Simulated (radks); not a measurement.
Task: Numerical settings for neutral bismuth, [Hg] 6p3. All-electron calculation, Dirac Kohn-Sham, PBE, spin-unpolarised, spherical densities, finite nucleus; open shells fill j = l - 1/2 first; Fermi nuclear charge, rms radius 5.5211 fm. Program: a radial shooting solver on a logarithmic mesh with Libxc functionals. The defaults (mesh step 0.008 in ln r, mesh end at 40 bohr or more with all orbitals vanishing there, Anderson mixing 0.5 over 9 steps, residual threshold near 1e-9 with the energy settled to 1e-9 hartree or 1e-11 of itself, here a cap of 100 iterations) give E = -21574.940 hartree and 6p3/2 at -3.710 eV in 14 iterations. Run on one thread of a shared host, so times are rough (Arm Neoverse N1): 0.23 s of CPU time, 0.23 s wall, 14 iterations on 2440 mesh points. One setting is changed at a time: mesh step in ln r 0.02; mesh step in ln r 0.05; mesh step in ln r 0.012; mesh end (bohr) 3; mesh end (bohr) 400; residual threshold 0.01; residual threshold 1e-05; mixing 0.2; linear mixing, mixing 0.2; linear mixing, mixing 0.05; mixing history 2; iteration cap 2. Which runs fail to converge, and which converge to a wrong energy?

Result: Not converged within the cap: linear mixing, mixing 0.05; iteration cap 2. Settled on a wrong energy, with an occupied level pushed above zero by the early mesh end: mesh end (bohr) 3 (+2.72 hartree). Apart from these: no run marked as converged misses the energy by more than 1 mhartree.
